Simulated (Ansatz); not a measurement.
Reaction (cleavage of the B–Ge bond): `[CH3][GeH2][B](O)O` + `C[SiH2][TeH]` → `C[SiH2][Te]B(O)O` + `[CH3][GeH3]`

Computed with Ansatz on PBE0-D4/def2-TZVP structures; ΔE is electronic, products minus reactants. CBS: MP2 limit from def2 TZ/QZ plus the TZ coupled-cluster correction, frozen cores. Functionals use def2-TZVPP. B3LYP here is the variant with VWN-RPA as its local correlation; programs differ in this. Elements past krypton have def2 core potentials. For Ge, Te outer-core shells are correlated without core-valence functions, which leaves a few kJ/mol of doubt a bond. Scalar relativity is left out up to krypton. Each species was taken in one conformer, which may not be the lowest.

| level | ΔE (kJ/mol) | difference from CCSD(T)/CBS |
| --- | --- | --- |
| PBE-D4 | -53.0 | 6.6 |
| ωB97X-V | -57.4 | 2.2 |
| ωB97M-V | -58.2 | 1.4 |
| B3LYP | -52.0 | 7.6 |
| MP2/def2-TZVPP | -68.0 | -8.4 |
| CCSD(T)/def2-TZVPP | -58.2 | 1.4 |
| HF/def2-QZVPP | -64.1 | -4.5 |
| SCS-MP2/def2-QZVPP | -65.2 | -5.6 |
| HF/CBS(def2) | -64.2 | -4.6 |
| CCSD/CBS(def2) | -58.7 | 0.9 |
| CCSD(T)/CBS | -59.6 | 0 |

Largest T1 diagnostic among the species: 0.012.

The D4 term adds −5.0 kJ/mol with B3LYP and −2.4 kJ/mol with PBE0; it sums over pairs of atoms, weighted by their polarisabilities, and B3LYP, whose exchange is more repulsive, gets the larger term. From PBE to PBE0 (25 % exact exchange), in def2-TZVPP and without D4, ΔE moves by −4.7 kJ/mol.
